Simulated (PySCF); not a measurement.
Isomers of C5H4F3NS. Method used: PBE0-D3(BJ)/def2-SVP geometry optimisation, gas phase (PySCF). Energies are electronic, without zero-point or thermal terms, for one conformer each. No frequencies were run at this level. Point groups hold within 0.08 Å.

Question: Rank from lowest to highest electronic energy at this level (kJ/mol).
A. `Cc1cc(C(F)(F)F)sn1`
B. `NC1=CC=C(C(F)(F)F)S1`

Answer: B (0.0), A (12.9).

As drawn, the lower has an N–H bond, which the higher lacks.

```csv
SMILES,E (Eh),E rel (kJ/mol),dipole (D),point group,"A, B, C (MHz)"
Nc1ccc(C(F)(F)F)s1,-944.19020,0.0,4.71,–,"2699, 729.5, 637.8"
Cc1cc(C(F)(F)F)sn1,-944.18530,12.9,2.13,near Cs,"2289, 775.5, 646.5"
```

Q: As an exercise, what shares would exp(−E/RT) give at 500 K from these electronic energies alone (no entropy, no degeneracies)?

A: RT = 4.157 kJ/mol: Nc1ccc(C(F)(F)F)s1 95.7 %, Cc1cc(C(F)(F)F)sn1 4.3 %.
